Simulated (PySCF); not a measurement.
Simulated Cl 2p region for `[O]=[V]([Cl])([Cl])[Cl]` (VOCl3), binding energy against the vacuum level.

Every computed line was given a Gaussian of 0.8 eV full width at half maximum and an area set by the number of equivalent atoms (split 2:1 within a doublet); the highest printed point is 100. Computed with delta-SCF UKS SCAN, pcX-3 on the ionised atom, pcseg-2 elsewhere, spin-free X2C in PySCF 2.14.0.

(binding energy (eV), intensity): (205.1, 1), (205.2, 1), (205.3, 3), (205.4, 6), (205.5, 12), (205.6, 20), (205.7, 33), (205.8, 49), (205.9, 67), (206.0, 83), (206.1, 95), (206.2, 100), (206.3, 96), (206.4, 85), (206.5, 69), (206.6, 51), (206.7, 35), (206.8, 22), (206.9, 13), (207.0, 8), (207.1, 7), (207.2, 9), (207.3, 13), (207.4, 20), (207.5, 28), (207.6, 37), (207.7, 45), (207.8, 49), (207.9, 50), (208.0, 46), (208.1, 39), (208.2, 31), (208.3, 22), (208.4, 14), (208.5, 9), (208.6, 5), (208.7, 2), (208.8, 1), (208.9, 0), (209.0, 0)

**Question.** How many maxima does the curve show, and how many computed lines lie under it?

**Answer.** The curve has 2 maxima (at 206.2 and 207.9 eV). Under it lie 2 lines from 1 inequivalent chlorine site, drawn as a 2p3/2, 2p1/2 pair.

**Question.** Decompose the envelope and assign each component. Numbering: `[O:1]=[V:2]([Cl:3])([Cl:4])[Cl:5]`.

**Answer.** 
| position (eV) | relative area | line | atoms | environment |
| --- | --- | --- | --- | --- |
| 206.21 | 2.00 | Cl 2p3/2 | Cl3/Cl4/Cl5 | chlorine bonded to V |
| 207.86 | 1.00 | Cl 2p1/2 | Cl3/Cl4/Cl5 | chlorine bonded to V |

No satellites, vibrations or lifetime broadening are included. The first atom of each set that the bonding makes equivalent was ionised and stands for the set. Spin–orbit and ligand-field terms were added within each 2p shell after the spin-free SCF. 2p1/2 minus 2p3/2 (ligand field included): Cl 1.66 eV. Isolated species at its PBE0-D3(BJ)/def2-TZVP geometry, gas phase.
